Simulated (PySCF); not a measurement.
Species: C₆H₆O₂.
Bonds: C1–C2, C2–O3 (double), C2–C4, C4–C5 (aromatic), C5–C6 (aromatic), C6–C7 (aromatic), C7–O8 (aromatic), C4–O8 (aromatic). Hydrogens: H9, H10, H11 on C1; H12 on C5; H13 on C6; H14 on C7.

Definitions: NICS(0) = −σiso at the ring centroid; NICS(1) = −σiso and NICS(1)zz = −σzz at ±1 Å along the ring normal z. Level: GIAO B97-2/pcSseg-2 (PySCF, non-relativistic, gas phase) on the PBE0-D3(BJ)/def2-TZVP geometry, one conformer.

Ring bond lengths (Å): C4–C5 1.363, C5–C6 1.417, C6–C7 1.359, C7–O8 1.342, O8–C4 1.362.

Q: What do the NICS probes read (ppm)?

A: 
| ring | type | NICS(0) | NICS(1), two faces | NICS(1)zz, two faces | rms pucker (Å) | centre to ring atoms, mean (Å) |
| --- | --- | --- | --- | --- | --- | --- |
| C4–C5–C6–C7–O8 | 5-membered ring with O; formal bonds all aromatic | -11.2 | -9.3 / -9.2 | -26.1 / -26.0 | 0.00 | 1.16 |

Q: What can be read from them?

A: 
- C4–C5–C6–C7–O8: mean NICS(1)zz -26.0 ppm, shielded. For a flat ring without four-coordinate atoms the NICS criterion counts such a value as aromatic.

Q: And the bond-length index? Use HOMA with the parameters of Krygowski (1993).

A: 
- C4–C5–C6–C7–O8: HOMA 0.40; the largest term is that of O8–C4, α(R − Ropt)² = 1.48.

Q: Give the inner angles of the rings.

A: 
- C4–C5–C6–C7–O8: C4 109.6°, C5 106.5°, C6 105.9°, C7 110.8°, O8 107.2°; sum 540.0° against 540° for a flat convex ring.

Q: How shielded are the nuclei of the rings and their hydrogens (means over atoms taken as equivalent)?

A: 
| atoms | environment | σ isotropic (ppm) |
| --- | --- | --- |
| C4 | substituted aromatic carbon | 23.5 |
| C5 | aromatic CH carbon | 63.1 |
| C6 | aromatic CH carbon | 66.8 |
| C7 | aromatic CH next to a ring oxygen | 34.4 |
| O8 | furan-type oxygen | 28.5 |
| H12 | aromatic hydrogen | 24.13 |
| H13 | aromatic hydrogen | 24.91 |
| H14 | aromatic hydrogen | 24.07 |

Q: How do the values depend on the level or the medium?

A: 
```
                               level  NICS(0), C4–C5–C6–C7–O8  mean NICS(1)zz, C4–C5–C6–C7–O8
                 B97-2/pcSseg-2, gas                    -11.2                           -26.0
                   KT3/pcSseg-2, gas                    -11.2                           -25.6
                  PBE0/pcSseg-2, gas                    -11.1                           -26.3
               wB97X-D/pcSseg-2, gas                    -11.0                           -26.1
   WP04/pcSseg-2, IEF-PCM chloroform                    -11.0                           -24.4
wB97X-D/pcSseg-2, IEF-PCM chloroform                    -10.8                           -26.0
```

The geometry is the same throughout; the continuum's cavity takes Bondi-type radii × 1.2.

Shape of the structure used: `[CH3:1][C:2](=[O:3])[c:4]1[cH:5][cH:6][cH:7][o:8]1`: C1–C2–C4–C5 180°.
